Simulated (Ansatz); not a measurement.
```yaml
crystal:
  periodic: [false, false, false]
  atoms:
    - {symbol: Li, position_ang: [-2.677696, 0.710310, -0.119111]}
    - {symbol: F, position_ang: [-2.566213, -0.601412, 1.114739]}
    - {symbol: Li, position_ang: [-1.685554, 0.614381, 2.115800]}
    - {symbol: F, position_ang: [-1.880407, 1.951384, 0.919918]}
    - {symbol: Li, position_ang: [-0.429003, 2.722752, 0.307400]}
    - {symbol: F, position_ang: [0.119938, 2.494980, -1.396202]}
    - {symbol: Li, position_ang: [-0.691326, 1.276323, -2.362465]}
    - {symbol: F, position_ang: [-2.188987, 0.453116, -1.783830]}
    - {symbol: Li, position_ang: [-1.326103, -1.080207, -2.183431]}
    - {symbol: F, position_ang: [0.133117, -0.253267, -2.848619]}
    - {symbol: F, position_ang: [-1.194344, -2.390195, -1.024300]}
    - {symbol: Li, position_ang: [-1.716217, -2.070867, 0.673064]}
    - {symbol: F, position_ang: [-0.117878, -2.494853, 1.395267]}
    - {symbol: Li, position_ang: [0.428277, -2.722708, -0.309191]}
    - {symbol: Li, position_ang: [0.692572, -1.276682, 2.362706]}
    - {symbol: F, position_ang: [-0.133346, 0.252080, 2.848317]}
    - {symbol: Li, position_ang: [1.325217, 1.080491, 2.183429]}
    - {symbol: F, position_ang: [1.193023, 2.390919, 1.024942]}
    - {symbol: Li, position_ang: [1.717167, 2.071600, -0.671657]}
    - {symbol: F, position_ang: [2.189709, -0.452188, 1.784420]}
    - {symbol: Li, position_ang: [1.685601, -0.614082, -2.115999]}
    - {symbol: F, position_ang: [1.880349, -1.951784, -0.920913]}
    - {symbol: Li, position_ang: [2.676748, -0.711305, 0.119380]}
    - {symbol: F, position_ang: [2.565376, 0.601216, -1.113656]}
basis:
  gaussian: {orbitals: def2-TZVP}
magnetization: {spin_polarized: true, initial_magnetization: 2}
hamiltonian: {xc: pbe0, dispersion: d4}
scf: {omitted_lower_state_checks: [starts]}
output: {orbitals: {seedname: orbitals}}
```

```sh
$ ansatz run in.yaml --threads 4 --pin off --events-out ev --progress --plain --max-ram 6963MiB
```

(1) Does this run fit into the memory that it is given?

Answers

(1) No. It has 540 basis functions, and Ansatz plans for 10 GiB where 7 GiB are given.
